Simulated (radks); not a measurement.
Valence configurations of Os+ (all share [Xe]). Calculated with a radial shooting solver on a logarithmic mesh with Libxc functionals: Dirac Kohn-Sham, PBEsol, spin-unpolarised, spherical densities, point nucleus; open shells fill j = l - 1/2 first. Order these by energy: 4f13.5 5d6 6s1.5; 4f11.5 5d6 6s1 6p2.5; 4f14 5d5 6s1 6p1; 4f14 5d6 6s1; 4f14 5d5 6s2; 4f13 5d7 6s1; 4f13.5 5d6 6s1 6p0.5; 4f14 5d6 6p1; 4f14 5d5.5 6s1 6p0.5; 4f13 5d6 6s1.5 6p0.5.

Answer. From the lowest, in eV above it: 4f14 5d6 6s1 0.000; 4f14 5d5 6s2 0.911; 4f14 5d5.5 6s1 6p0.5 3.124; 4f14 5d6 6p1 5.443; 4f14 5d5 6s1 6p1 6.671; 4f13.5 5d6 6s1.5 24.052; 4f13.5 5d6 6s1 6p0.5 26.879; 4f13 5d7 6s1 49.159; 4f13 5d6 6s1.5 6p0.5 54.080; 4f11.5 5d6 6s1 6p2.5 169.36. NIST lists [Xe] 4f14 5d6 6s1 as the ground configuration; this level of theory agrees among the configurations tried. The energies are those of spherical spin-averaged densities, not of single terms.
